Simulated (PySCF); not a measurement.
# How methods differ on the excitation energy of Zn⁺

Zn⁺ [Ar] 3d10 4s1 (2S) → Zn⁺ [Ar] 3d10 4p1 (2P), as a difference of total energies. All numbers are calculated (PySCF 2.14, a scalar-relativistic core potential, in aug-cc-pwCVDZ-PP with ECP10MDF). Correlated levels: valence and next inner shell: nothing frozen outside the core potential. The calculations carry no spin-orbit coupling.

```
                                method  excitation energy (eV)
                                   UHF                   5.679
    MP2 (valence and next inner shell)                   6.152
SCS-MP2 (valence and next inner shell)                   6.076
   CCSD (valence and next inner shell)                   6.041
CCSD(T) (valence and next inner shell)                   6.057
```

Problem. How much does correlation contribute at CCSD(T) (valence and next inner shell)?

Solution. 6.057 − (5.679) = 0.378 eV, measured against UHF.

Errors of the correlated levels include the incompleteness of this basis.

For comparison: 6.083 eV (measured; NIST levels, between the centres of gravity of the two terms).
